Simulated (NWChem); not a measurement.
All runs are NWChem calculations. System: H2Be, charge 0, spin multiplicity 1, at a geometry optimised with PBE/def2-SVP. The structure started from a generated list of species. Level: CCSDT/def2-SVP, 1 core orbitals frozen.

Job file:

```
start mol
memory heap 100 mb stack 700 mb global 1900 mb
geometry units angstroms nocenter noautoz
  Be     0.000000     0.000000     0.000000
  H      0.000000     0.000000     1.344248
  H      0.000000     0.000000    -1.344248
  symmetry group D2h
end
basis spherical
  * library def2-svp
end
scf
  rhf
  nopen 0
  maxiter 100
  thresh 1e-7
  semidirect memsize 60000000 filesize 0
end
tce
  freeze core 1
  ccsdt
  2eorb
  2emet 13
  thresh 1e-6
  maxiter 100
  tilesize 24
end
task tce energy
```

NWChem printed:

```
             Northwest Computational Chemistry Package (NWChem) 7.3.0
             --------------------------------------------------------

                                NWChem Input Module
                                -------------------

 Scaling coordinates for geometry "geometry" by  1.889725989
 (inverse scale =  0.529177249)

 Turning off AUTOSYM since
 SYMMETRY directive was detected!

                             Geometry "geometry" -> ""
                             -------------------------

 Output coordinates in angstroms (scale by  1.889725989 to convert to a.u.)

  No.       Tag          Charge          X              Y              Z
 ---- ---------------- ---------- -------------- -------------- --------------
    1 Be                   4.0000     0.00000000     0.00000000     0.00000000
    2 H                    1.0000     0.00000000     0.00000000     1.34424800
    3 H                    1.0000     0.00000000     0.00000000    -1.34424800

 Effective nuclear repulsion energy (a.u.)       3.3461136758

            Nuclear Dipole moment (a.u.)
            ----------------------------
        X                 Y               Z
 ---------------- ---------------- ----------------
     0.0000000000     0.0000000000     0.0000000000

      Symmetry information
      --------------------

 Group name             D2h
 Group number             26
 Group order               8
 No. of unique centers     2

      Symmetry unique atoms

     1    2


 Summary of "ao basis" -> "" (spherical)
 ------------------------------------------------------------------------------
       Tag                 Description            Shells   Functions and Types
 ---------------- ------------------------------  ------  ---------------------
 *                          def2-svp                  on all atoms

 Summary of "ao basis" -> "ao basis" (spherical)
 ------------------------------------------------------------------------------
       Tag                 Description            Shells   Functions and Types
 ---------------- ------------------------------  ------  ---------------------
 Be                         def2-svp                 5        9   3s2p
 H                          def2-svp                 3        5   2s1p

                                 NWChem SCF Module
                                 -----------------

  ao basis        = "ao basis"
  functions       =    19
  atoms           =     3
  closed shells   =     3
  open shells     =     0
  charge          =   0.00
  wavefunction    = RHF
  use symmetry    = T
  symmetry adapt  = T

 Summary of "ao basis" -> "ao basis" (spherical)
 ------------------------------------------------------------------------------
       Tag                 Description            Shells   Functions and Types
 ---------------- ------------------------------  ------  ---------------------
 Be                         def2-svp                 5        9   3s2p
 H                          def2-svp                 3        5   2s1p

      Symmetry analysis of basis
      --------------------------

        ag          6
        au          0
        b1g         0
        b1u         5
        b2g         1
        b2u         3
        b3g         1
        b3u         3

 Forming initial guess at       0.1s

      Superposition of Atomic Density Guess
      -------------------------------------

 Sum of atomic energies:         -15.55228489

      Non-variational initial energy
      ------------------------------

 Total energy =     -15.597377
 1-e energy   =     -26.448399
 2-e energy   =       7.504909
 HOMO         =      -0.355157
 LUMO         =       0.033203

      Symmetry analysis of molecular orbitals - initial
      -------------------------------------------------

 !! scf_movecs_sym_adapt:    8 vectors were symmetry contaminated

  Symmetry fudging

 !! scf_movecs_sym_adapt:    8 vectors were symmetry contaminated

  Numbering of irreducible representations:

     1 ag          2 au          3 b1g         4 b1u         5 b2g
     6 b2u         7 b3g         8 b3u

  Orbital symmetries:

     1 ag          2 ag          3 b1u         4 b3u         5 b2u
     6 ag          7 b1u         8 ag          9 b3u        10 b2u
    11 b1u        12 ag         13 b1u

 Starting SCF solution at       0.1s

 ----------------------------------------------
         Quadratically convergent ROHF

 Convergence threshold     :          1.000E-07
 Maximum no. of iterations :          100
 Final Fock-matrix accuracy:          1.000E-09
 ----------------------------------------------

              iter       energy          gnorm     gmax       time
             ----- ------------------- --------- --------- --------
                 1      -15.7396320846  2.83D-01  1.70D-01      0.1
                 2      -15.7534028831  2.42D-02  1.67D-02      0.1
                 3      -15.7534882980  2.89D-04  1.40D-04      0.1
                 4      -15.7534883071  6.11D-09  3.51D-09      0.1

       Final RHF  results
       ------------------

         Total SCF energy =    -15.753488307053
      One-electron energy =    -26.955868958889
      Two-electron energy =      7.856266976012
 Nuclear repulsion energy =      3.346113675823

        Time for solution =      0.0s

       Symmetry analysis of molecular orbitals - final
       -----------------------------------------------

  Numbering of irreducible representations:

     1 ag          2 au          3 b1g         4 b1u         5 b2g
     6 b2u         7 b3g         8 b3u

  Orbital symmetries:

     1 ag          2 ag          3 b1u         4 b2u         5 b3u
     6 ag          7 b1u         8 ag          9 b2u        10 b3u
    11 b1u        12 ag         13 b1u

             Final eigenvalues
             -----------------

              1
    1   -4.6896
    2   -0.4848
    3   -0.4473
    4    0.0681
    5    0.0681
    6    0.1218
    7    0.1849
    8    0.2632
    9    0.3614
   10    0.3614
   11    0.5268
   12    0.8115
   13    1.0810

                       ROHF Final Molecular Orbital Analysis
                       -------------------------------------

 Vector    2  Occ=2.000000D+00  E=-4.847837D-01  Symmetry=ag
              MO Center= -1.2D-16, -5.2D-18, -2.5D-16, r^2= 2.2D+00
   Bfn.  Coefficient  Atom+Function         Bfn.  Coefficient  Atom+Function
  ----- ------------  ---------------      ----- ------------  ---------------
     2      0.391777  1 Be s                 10      0.291376  2 H  s
    15      0.291376  3 H  s                  1     -0.210902  1 Be s
    11      0.195356  2 H  s                 16      0.195356  3 H  s

 Vector    3  Occ=2.000000D+00  E=-4.473264D-01  Symmetry=b1u
              MO Center= -7.6D-33, -5.9D-33,  3.5D-16, r^2= 2.2D+00
   Bfn.  Coefficient  Atom+Function         Bfn.  Coefficient  Atom+Function
  ----- ------------  ---------------      ----- ------------  ---------------
     6      0.404206  1 Be pz                10     -0.307970  2 H  s
    15      0.307970  3 H  s

 Vector    4  Occ=0.000000D+00  E= 6.811387D-02  Symmetry=b2u
              MO Center= -4.5D-49, -1.2D-16, -8.4D-19, r^2= 4.6D+00
   Bfn.  Coefficient  Atom+Function         Bfn.  Coefficient  Atom+Function
  ----- ------------  ---------------      ----- ------------  ---------------
     8      0.819045  1 Be py                 5     -0.261440  1 Be py

 Vector    5  Occ=0.000000D+00  E= 6.811387D-02  Symmetry=b3u
              MO Center=  1.2D-16,  4.6D-50,  2.8D-20, r^2= 4.6D+00
   Bfn.  Coefficient  Atom+Function         Bfn.  Coefficient  Atom+Function
  ----- ------------  ---------------      ----- ------------  ---------------
     7      0.819045  1 Be px                 4     -0.261440  1 Be px

 Vector    6  Occ=0.000000D+00  E= 1.218354D-01  Symmetry=ag
              MO Center= -3.9D-17,  5.9D-17, -7.0D-17, r^2= 7.5D+00
   Bfn.  Coefficient  Atom+Function         Bfn.  Coefficient  Atom+Function
  ----- ------------  ---------------      ----- ------------  ---------------
     3      1.994772  1 Be s                 11     -0.756178  2 H  s
    16     -0.756178  3 H  s                  2     -0.393904  1 Be s

 center of mass
 --------------
 x =   0.00000000 y =   0.00000000 z =   0.00000000

 moments of inertia (a.u.)
 ------------------
          13.006833845322           0.000000000000           0.000000000000
           0.000000000000          13.006833845322           0.000000000000
           0.000000000000           0.000000000000           0.000000000000

  Mulliken analysis of the total density
  --------------------------------------

    Atom       Charge   Shell Charges
 -----------   ------   -------------------------------------------------------
    1 Be   4     3.68   1.99  0.68  0.07  0.74  0.19
    2 H    1     1.16   0.73  0.42  0.01
    3 H    1     1.16   0.73  0.42  0.01

       Multipole analysis of the density wrt the origin
       ------------------------------------------------

     L   x y z        total         open         nuclear
     -   - - -        -----         ----         -------
     0   0 0 0     -0.000000      0.000000      6.000000

     1   1 0 0      0.000000      0.000000      0.000000
     1   0 1 0      0.000000      0.000000      0.000000
     1   0 0 1     -0.000000      0.000000      0.000000

     2   2 0 0     -4.998569      0.000000      0.000000
     2   1 1 0      0.000000      0.000000      0.000000
     2   1 0 1      0.000000      0.000000      0.000000
     2   0 2 0     -4.998569      0.000000      0.000000
     2   0 1 1      0.000000      0.000000      0.000000
     2   0 0 2     -9.051656      0.000000     12.905846

                   NWChem Extensible Many-Electron Theory Module
                   ---------------------------------------------


            General Information
            -------------------
      Number of processors :     1
         Wavefunction type : Restricted Hartree-Fock
          No. of electrons :     6
           Alpha electrons :     3
            Beta electrons :     3
           No. of orbitals :    38
            Alpha orbitals :    19
             Beta orbitals :    19
        Alpha frozen cores :     1
         Beta frozen cores :     1
     Alpha frozen virtuals :     0
      Beta frozen virtuals :     0
         Spin multiplicity : singlet
    Number of AO functions :    19
       Number of AO shells :    11
        Use of symmetry is : on
      Symmetry adaption is : on
         Schwarz screening : 0.10D-09

          Correlation Information
          -----------------------
          Calculation type : Coupled-cluster singles, doubles, & triples
   Perturbative correction : none
            Max iterations :      100
        Residual threshold : 0.10D-05
     T(0) DIIS level shift : 0.00D+00
     L(0) DIIS level shift : 0.00D+00
     T(1) DIIS level shift : 0.00D+00
     L(1) DIIS level shift : 0.00D+00
     T(R) DIIS level shift : 0.00D+00
     T(I) DIIS level shift : 0.00D+00
   CC-T/L Amplitude update :  5-th order DIIS
                I/O scheme : Global Array Library
        L-threshold :  0.10D-05
        EOM-threshold :  0.10D-05
 no EOMCCSD initial starts read in
 TCE RESTART OPTIONS
 SLICE:      F
 D4D5:       F
 quantumc:   F
 qrotation:  F
 pwtce:      F
 qducc:      F
 nacto:                         0
 nrotv:                         0
 nrot:                          0

            Memory Information
            ------------------
          Available GA space size is     249036439 doubles
          Available MA space size is     104856340 doubles

 Maximum block size supplied by input
 Maximum block size        24 doubles

 tile_dim =      4

 -------------------------------------------------

 Global array virtual files algorithm will be used

 Parallel file system coherency ......... OK

 4-electron integrals stored in orbital form

 v2    file size   =             4169
 4-index algorithm nr.  13 is used
 imaxsize =       30
 imaxsize ichop =        0
 IN MAPPING 1 for UCC(4),CCSDT,CCSDTQ


 CCSDT iterations
 --------------------------------------------------------
 Iter          Residuum       Correlation     Cpu    Wall
 --------------------------------------------------------
    1   0.0812827568095  -0.0432386017355     1.9     1.9
    2   0.0308708344544  -0.0534023367809     1.8     1.8
    3   0.0167754102135  -0.0563048083303     1.9     1.9
    4   0.0095077793606  -0.0572582214262     1.9     1.9
    5   0.0056133731196  -0.0576107710549     1.8     1.8
    6   0.0006190929414  -0.0579037914989     1.8     1.8
    7   0.0002359551771  -0.0578974697472     1.8     1.8
    8   0.0001225587112  -0.0578977085965     1.8     1.8
    9   0.0000708440288  -0.0578978939319     1.9     1.9
   10   0.0000431643681  -0.0578980837181     1.8     1.8
   11   0.0000065599801  -0.0578983424522     1.9     1.9
   12   0.0000028462802  -0.0578986073281     1.8     1.8
   13   0.0000015415623  -0.0578986903417     1.8     1.8
   14   0.0000009170814  -0.0578987255567     2.0     2.0
 --------------------------------------------------------
 Iterations converged
 CCSDT correlation energy / hartree =        -0.057898725556695
 CCSDT total energy / hartree       =       -15.811387032610098

 Singles contributions

 Doubles contributions

 Task  times  cpu:       26.6s     wall:       26.6s

 Total times  cpu:       26.7s     wall:       26.7s
```
